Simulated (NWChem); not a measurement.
# SiF$_{2}$, singlet; SMILES F[Si]F

Program: NWChem. Low-valent species are run as closed-shell singlets; no triplet was tried in these runs. The geometry was optimised at PBE-D3(BJ)/def2-SVP. Vertical excitations in the gas phase; the lowest state need not have the same character in each row.

| level | lowest excitation, singlet (eV) | oscillator strength of that lowest state | orbital gap (eV) |
|---|---|---|---|
| PBE/aug-cc-pVDZ, TDA | 5.47 | 0.195 | 4.06 |
| B3LYP/aug-cc-pVDZ, TDA | 5.68 | 0.228 | 5.72 |
| BHandHLYP/aug-cc-pVDZ, TDA | 5.86 | 0.271 | 8.11 |
| PBE0/aug-cc-pVDZ, TDA | 5.67 | … | … |

Task: What belongs in the gaps?

Result: 
- PBE0/aug-cc-pVDZ, TDA, oscillator strength of that lowest state: 0.233
- PBE0/aug-cc-pVDZ, TDA, orbital gap (eV): 6.10
